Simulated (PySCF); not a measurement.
Computed shifts of a molecule C₂H₄BNO₂, PySCF with B3LYP/pcSseg-1, GIAO, gas phase, atoms alike by connectivity averaged where their shifts nearly agree, in ppm (number of nuclei): ¹³C: 125.0 (1), 6.7 (1). ¹H: 5.01 (1), 0.70 (3). ¹⁵N: 68.6 (1). References: ¹¹B against BF3 (σ = 86.3 ppm); ¹³C against TMS (σ = 181.3 ppm); ¹H against TMS (σ = 31.68 ppm); ¹⁵N against NH3 (σ = 265.5 ppm); ¹⁷O against H2O (σ = 333.8 ppm), references at their B3LYP-D3(BJ)/def2-TZVP geometries, non-relativistic. Coordinates come from a PBE0-D3(BJ)/def2-SVP optimisation. Other conformers were not sampled.

**Question.** Which structure fits?
A) C=C1OB(N)O1
B) N#CCB(O)O
C) CB(O)OC#N
D) CB(O)N=C=O

**Answer.** D, CB(O)N=C=O
